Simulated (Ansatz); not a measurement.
Molecule: WH₆, charge -1, multiplicity 2. The spin state was set by rule; other spins were not relaxed. 
Structure (B3LYP-D3(BJ)/def2-TZVP (Ansatz, an electronic-structure program) minimum search):
```xyz
7

W      0.0043    -0.0162     0.0024
H      0.6753     1.5278     0.4272
H     -0.3203     0.4351     1.6442
H     -0.8804    -1.4166     0.7139
H      1.6347    -0.1917    -0.6114
H     -0.0396     1.0797    -1.3436
H     -1.3896    -0.2351    -1.0044
```
Charge -1, spin multiplicity 2.

Basis-set convergence of Hartree-Fock and CCSD(T) correlation energies (hartree) with Ansatz. Cores are frozen in the correlated levels unless marked. UHF or UKS for open shells. No spin-orbit coupling. The frozen core is the preceding noble-gas configuration, with the filled d and f shells of earlier blocks. Past Kr the def2 sets carry scalar-relativistic core potentials.

```tsv
basis	functions	E(HF)	E(corr, CCSD(T))
def2-SVPD	83	-69.74343	-0.30689
def2-TZVPPD	161	[?]	[?]
```

Q: Complete the blanks.

A: 
- def2-TZVPPD, E(HF): -69.77344
- def2-TZVPPD, E(corr, CCSD(T)): -0.34843
